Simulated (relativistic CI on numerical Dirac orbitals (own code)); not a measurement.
The 25-electron sequence from Tb40+ to Bi58+

These numbers are calculated, not measured: Dirac-Coulomb-Breit CI, separate exchange-only KLI orbitals for each configuration, model QED (radiative potential, 1s self-energy scaled to tabulated hydrogen-like ionisation energies), unscaled Slater integrals (own radial code, finite nucleus).

Configuration list (outside the closed core [Ne]): 3s2.3p6.3d7, 3s2.3p6.3d5.4s2, 3s2.3p6.3d6.4s, 3s2.3p5.3d8, 3s.3p6.3d8, 3p6.3d9, 3p5.3d10. Double excitations out of closed p, d and f shells are left out; levels of such configurations are missing from the list, as are those of other unlisted configurations, and high levels can miss mixing partners.

Energies above each ion's lowest level, in eV. Levels are followed by their leading LS label, which can pass from one level to another where the coupling changes.

| Ion | 3s2.3p6.3d7 4F_9/2 | 3s2.3p6.3d7 2P_3/2 | 3s2.3p6.3d7 2D_5/2 | 3s2.3p6.3d7 4F_7/2 | 3s2.3p6.3d7 4P_5/2 |
| --- | --- | --- | --- | --- | --- |
| Tb40+ | 0 | 11.081 | 16.362 | 33.56 | 43.741 |
| Dy41+ | 0 | 11.325 | 16.861 | 36.367 | 46.82 |
| Ho42+ | 0 | 11.571 | 17.359 | 39.342 | 50.069 |
| Er43+ | 0 | 11.82 | 17.856 | 42.494 | 53.493 |
| Tm44+ | 0 | 12.071 | 18.352 | 45.828 | 57.099 |
| Yb45+ | 0 | 12.326 | 18.848 | 49.351 | 60.895 |
| Lu46+ | 0 | 12.583 | 19.344 | 53.07 | 64.886 |
| Hf47+ | 0 | 12.843 | 19.839 | 56.992 | 69.081 |
| Ta48+ | 0 | 13.105 | 20.334 | 61.125 | 73.486 |
| W49+ | 0 | 13.37 | 20.829 | 65.476 | 78.109 |
| Re50+ | 0 | 13.638 | 21.324 | 70.052 | 82.957 |
| Os51+ | 0 | 13.908 | 21.819 | 74.862 | 88.039 |
| Ir52+ | 0 | 14.181 | 22.314 | 79.912 | 93.361 |
| Pt53+ | 0 | 14.456 | 22.81 | 85.211 | 98.933 |
| Au54+ | 0 | 14.734 | 23.306 | 90.768 | 104.76 |
| Hg55+ | 0 | 15.015 | 23.803 | 96.59 | 110.86 |
| Tl56+ | 0 | 15.298 | 24.3 | 102.69 | 117.23 |
| Pb57+ | 0 | 15.583 | 24.798 | 109.07 | 123.88 |
| Bi58+ | 0 | 15.871 | 25.297 | 115.74 | 130.82 |

The lowest level keeps the configuration 3s2.3p6.3d7 and J = 9/2 throughout.

Between Z = 80 and 83 the energy of 3s2.3p6.3d7 2P_3/2 follows a local power law Z^1.5. For orientation: electrostatic splittings inside a shell grow about linearly with the screened charge, excitations that change n as its square, and fine structure as its fourth power; written in Z itself the exponents are larger, since the screened charge grows faster in proportion.
